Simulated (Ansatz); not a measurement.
# What each rung costs, and what it gives

Saddle point of BSiH₅F₂, closed shell (BSiH₃F₂ ([F][B]([F])[SiH3]) + H₂ → BHF₂ ([F][BH][F]) + SiH₄; bonds formed: B1–H6, Si2–H5; bonds broken: B1–Si2, H5–H6), PBE0-D4/def2-TZVP structure:

| atom | x (Å) | y (Å) | z (Å) |
| --- | --- | --- | --- |
| B1 | -0.5507 | -0.9028 | 0.1411 |
| Si2 | 0.3953 | 1.0558 | -0.2302 |
| F3 | -0.9175 | -1.4005 | -1.0654 |
| F4 | -1.4889 | -0.7121 | 1.1008 |
| H5 | 0.6806 | -0.7853 | 0.4279 |
| H6 | 0.3715 | -1.7551 | 0.6547 |
| H7 | -0.8233 | 1.6988 | -0.7823 |
| H8 | 0.8506 | 1.7606 | 0.9954 |
| H9 | 1.4826 | 1.0408 | -1.2422 |

Barriers are electronic and count from the start structure reached by relaxing down the imaginary mode.

Ansatz 0.2.0; basis: as named in each row; cores frozen in the correlated methods. B3LYP uses VWN-RPA correlation. Extrapolation: Hartree–Fock as exp(−7.88 √X), correlation as X^−2.97.

Times are rough, for one single point on 4 threads of a shared host (Arm Neoverse V1).

The estimate by CCSD(T) at an estimated basis limit (MP2 extrapolated from triple and quadruple zeta, plus CCSD(T) − MP2 in triple zeta) is 40.79 kcal/mol.

```
      method       basis  time (s)  barrier (kcal/mol)  method less estimate
          HF      STO-3G   under 1               92.84                 52.05
      PBE-D4      STO-3G   under 1               73.17                 32.38
       SPW92    def2-SVP   under 1               19.10                -21.69
      PBE-D4    def2-SVP   under 1               28.02                -12.78
    B3LYP-D4       6-31G   under 1               43.15                  2.36
     PBE0-D4    def2-SVP   under 1               30.74                -10.05
       SPW92  def2-TZVPP   under 1               21.47                -19.32
    BHLYP-D4  def2-TZVPP         2               42.03                  1.23
     PBE0-D4  def2-TZVPP         2               33.38                 -7.41
      PBE-D4  def2-TZVPP         2               30.53                -10.26
    B3LYP-D4  def2-TZVPP         2               38.13                 -2.66
CAM-B3LYP-D4  def2-TZVPP         2               39.04                 -1.76
     CCSD(T)    def2-SVP         2               40.64                 -0.15
     BLYP-D4  def2-TZVPP         2               36.65                 -4.14
     wB97M-V    def2-SVP         3               34.94                 -5.85
  r2SCAN0-D4  def2-TZVPP         3               35.38                 -5.41
      B2PLYP  def2-TZVPP         4               40.04                 -0.75
  RPA on PBE  def2-TZVPP         4               41.34                  0.55
    PBE-QIDH  def2-TZVPP         4               37.44                 -3.35
     wB97X-V  def2-TZVPP         6               39.51                 -1.28
   r2SCAN-D4  def2-TZVPP         6               33.27                 -7.52
     wB97M-V  def2-TZVPP         6               38.62                 -2.17
      B97M-V  def2-TZVPP         8               33.93                 -6.86
         MP2  def2-QZVPP        18               40.55                 -0.24
     CCSD(T)  def2-TZVPP        56               41.05                  0.26
```

All methods are single points on the PBE0-D4 structures.

No T1 diagnostic of these runs exceeds 0.014.

Labels in which every atom is bracketed show which atoms are joined, not bond orders.
